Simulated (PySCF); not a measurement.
Compound: C7H12Si.
Bonds: C1–C2, C2–C3, C2–C4, C4–C5 (double), C5–Si6, Si6–C7, C7–C8 (double), C4–C8. Hydrogens: H9, H10, H11 on C1; H12 on C2; H13, H14, H15 on C3; H16 on C5; H17, H18 on Si6; H19 on C7; H20 on C8.

Level: PBE0/pcSseg-1 and PBE0/def2-SVPD in PySCF, non-relativistic, on one gas-phase PBE0-D3(BJ)/def2-SVP geometry that isn't relaxed in the solvent. The solvent is an IEF-PCM continuum (van der Waals radii × 1.2). The model holds no explicit solvent molecules, cavitation or dispersion.

Gas phase at PBE0/pcSseg-1: HOMO -6.65 eV, LUMO -1.40 eV, dipole 1.07 D.

Question: What does the continuum do to the energy, the frontier levels and the dipole at PBE0/pcSseg-1 in acetone and acetonitrile?

Answer: 
| solvent | ε | E(solvent) − E(gas) (kJ/mol) | polarisation term (kJ/mol) | distortion of the solute (kJ/mol) | HOMO (eV) | LUMO (eV) | dipole (D) |
| --- | --- | --- | --- | --- | --- | --- | --- |
| acetone | 20.49 | -8.42 | -9.31 | 0.89 | -6.69 | -1.43 | 1.43 |
| acetonitrile | 35.69 | -8.77 | -9.74 | 0.97 | -6.69 | -1.43 | 1.45 |

The polarisation term is half the interaction of the solute with the surface charges that it induces; the rest is the cost of distorting the solute's density. The sum is the electrostatic part of solvation alone. From acetone to acetonitrile the lowering changes by a factor 1.04, Onsager's factor (ε − 1)/(2ε + 1) by 1.03 and ε itself by 1.7.

Question: Which radius a makes the point-dipole formula ΔE = −[(ε − 1)/(2ε + 1)]·μ²/a³ give the value in acetonitrile, with the gas-phase dipole?

Answer: μ = 0.422 au and |ΔE| = 0.00334 Eh give a = 1.56 Å; the farthest nucleus lies 3.99 Å from the centroid of the nuclei, so such a sphere wouldn't even hold the nuclei. The formula assumes a rigid point dipole at the centre of a sphere.

Question: Which ESP-fitted charges (PBE0/pcSseg-1) respond most in acetone (means over atoms taken as equivalent)?

Answer: 
```
  atoms                      environment  gas (e)  solvent (e)  change
     C5                 alkene CH carbon   -0.507       -0.548  -0.041
     C7                 alkene CH carbon   -0.449       -0.484  -0.035
    Si6                     SiH2 silicon   +0.599       +0.626  +0.027
     C2                   allylic carbon   +0.384       +0.410  +0.026
  C1/C3                    methyl carbon   -0.530       -0.551  -0.021
    H20                 vinylic hydrogen   +0.130       +0.148  +0.018
    H16                 vinylic hydrogen   +0.179       +0.197  +0.018
    H19                 vinylic hydrogen   +0.188       +0.204  +0.016
     C8                 alkene CH carbon   -0.085       -0.094  -0.009
H17/H18                    Si–H hydrogen   -0.120       -0.125  -0.005
H9 (×6)                  methyl hydrogen   +0.131       +0.136  +0.005
     C4  fully substituted alkene carbon   +0.077       +0.074  -0.003
```

Question: Which Mayer bond orders change most in acetone?

Answer: 
```json
{"bond": "C4–C5", "length (Å)": "1.354", "gas": "1.853", "solvent": "1.842", "change": "-0.011"}
{"bond": "C7–C8", "length (Å)": "1.348", "gas": "1.853", "solvent": "1.842", "change": "-0.011"}
{"bond": "C5–Si6", "length (Å)": "1.867", "gas": "0.905", "solvent": "0.911", "change": "+0.006"}
{"bond": "Si6–C7", "length (Å)": "1.873", "gas": "0.900", "solvent": "0.904", "change": "+0.004"}
{"bond": "C8–C4", "length (Å)": "1.491", "gas": "1.028", "solvent": "1.027", "change": "-0.001"}
{"bond": "C1–H9", "length (Å)": "1.102", "gas": "0.959", "solvent": "0.958", "change": "-0.001"}
{"bond": "C1–H11", "length (Å)": "1.101", "gas": "0.964", "solvent": "0.963", "change": "-0.001"}
{"bond": "C2–H12", "length (Å)": "1.103", "gas": "0.943", "solvent": "0.942", "change": "-0.001"}
```

Gas phase at PBE0/def2-SVPD: HOMO -6.66 eV, LUMO -1.40 eV, dipole 1.19 D.

Question: What does the continuum do to the energy, the frontier levels and the dipole at PBE0/def2-SVPD in acetone?

Answer: 
```csv
solvent,ε,E(solvent) − E(gas) (kJ/mol),polarisation term (kJ/mol),distortion of the solute (kJ/mol),HOMO (eV),LUMO (eV),dipole (D)
acetone,20.49,-8.44,-9.54,1.10,-6.68,-1.41,1.63
```

Question: How does the static polarisability (PBE0/def2-SVPD, frozen core, with the continuum's full static response) change?

Answer: 
```tsv
medium	isotropic (au)	principal values (au)	⟨r²⟩ of the electrons (bohr²)
gas	108.9	87.1, 101.3, 138.2	1364.2
acetone	149.6	120.6, 145.1, 183.2	1363.6
```

The isotropic value in acetone is 1.37 times the gas-phase one; no cavity-field correction is applied. ⟨r²⟩ is taken about the centre of nuclear charge.

The values belong to the conformer `[CH3:1][CH:2]([CH3:3])[C:4]1=[CH:5][SiH2:6][CH:7]=[CH:8]1`: C1–C2–C4–C5 118°.
